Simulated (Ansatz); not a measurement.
One change: `C=CB(F)F` becomes `N[SiH2]B(F)F`.

Ansatz, PBE0-D4/def2-TZVP geometries, multiplicity 1. Each molecule was computed in one conformer, which needn't be the lowest.

```
                                        property  `C=CB(F)F`
           HOMO energy (ωB97M-V/def2-TZVPP) / eV      -10.89
           LUMO energy (ωB97M-V/def2-TZVPP) / eV        0.64
size of the dipole moment (B3LYP/def2-TZVPP) / D        2.05
              HOMO energy (PBE0/def2-TZVPP) / eV       -8.65
               HOMO energy (PBE/def2-TZVPP) / eV       -7.50
             HOMO energy (B3LYP/def2-TZVPP) / eV       -8.40
```

(1) Give the same properties after the change, and the shifts. (Estimate.)

## Answers

(1) Computed: 
| property | `N[SiH2]B(F)F` | shift |
| --- | --- | --- |
| HOMO energy (ωB97M-V/def2-TZVPP) / eV | -9.69 | 1.20 |
| LUMO energy (ωB97M-V/def2-TZVPP) / eV | 1.11 | 0.47 |
| size of the dipole moment (B3LYP/def2-TZVPP) / D | 1.62 | -0.43 |
| HOMO energy (PBE0/def2-TZVPP) / eV | -7.40 | 1.25 |
| HOMO energy (PBE/def2-TZVPP) / eV | -5.99 | 1.51 |
| HOMO energy (B3LYP/def2-TZVPP) / eV | -7.19 | 1.21 |

With PBE0 the HOMO rises by 1.25 eV and the LUMO rises by 0.63 eV, so the gap narrows by about 0.62 eV. PBE moves the HOMO by 1.51 eV and ωB97M-V by 1.20 eV. The zero-point energy changes by -0.2 kJ/mol with +3 modes. Dipoles are sizes alone; their direction can turn.

B3LYP here is the variant with VWN-RPA as its local correlation; programs differ in this.
